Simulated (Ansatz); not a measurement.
ClFH5NSi2, SMILES `F[SiH](Cl)N[SiH3]`, relaxed with RKS PBE0-D4/def2-TZVP in Ansatz 0.2.0 from a PBE-D4/def2-SVP geometry. The force threshold is 0.005 eV/Å; the program also tests the step.

Charge 0, multiplicity 1.

Start:

```xyz
10

F    -1.603    0.376    2.074
Si   -0.102    0.053    1.514
Cl    1.185    1.093    2.757
N     0.124    0.590   -0.107
Si    0.018   -0.356   -1.593
H     0.111   -1.418    1.607
H     0.295    1.596   -0.220
H    -1.159    0.046   -2.442
H     1.266   -0.190   -2.418
H    -0.134   -1.790   -1.172
```

How much energy does the relaxation release, and in how many steps? (Best estimate.)

Ansatz gave: 8.09 kJ/mol, in 13 steps.

Which bonds change most? (Best estimate.)

Ansatz gave: F1–Si2 from 1.634 to 1.591 Å; Si2–Cl3 from 2.070 to 2.041 Å; N4–Si5 from 1.765 to 1.736 Å; Si2–N4 from 1.723 to 1.695 Å.

Give the relaxed structure. (Estimate.)

The calculation gave: 
```xyz
10

F    -1.576    0.249    1.990
Si   -0.080    0.049    1.486
Cl    1.081    1.165    2.739
N     0.149    0.580   -0.107
Si   -0.003   -0.346   -1.568
H     0.231   -1.383    1.611
H     0.343    1.566   -0.217
H    -1.127    0.141   -2.409
H     1.244   -0.274   -2.372
H    -0.261   -1.747   -1.152
```
